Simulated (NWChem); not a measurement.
Species: VF5; SMILES [F][V]([F])([F])([F])[F]

Program: NWChem. The geometry was optimised at PBE0/def2-SVP.

Diagonal of the polarisability tensor at B3LYP/def2-SVPD, static: 37.79, 37.79, 45.52 bohr³.

Task: Find the mean polarisability volume, the molar refraction, and the refractive index that an ideal gas of it would have at 273.15 K and 1 atm.

Result: 
1. Mean: one third of the trace = 40.37 bohr³ × 0.14818 Å³/bohr³ = 5.98 Å³.
2. Molar refraction (Lorentz-Lorenz): (4π/3) N_A α = 15.1 cm³/mol.
3. Number density p/kT = 2.687 × 10⁻⁵ Å⁻³; n − 1 = 2π N α = 10.10 × 10⁻⁴.
4. These hold the electronic response alone: vibrational and orientational terms add to the static dielectric constant.
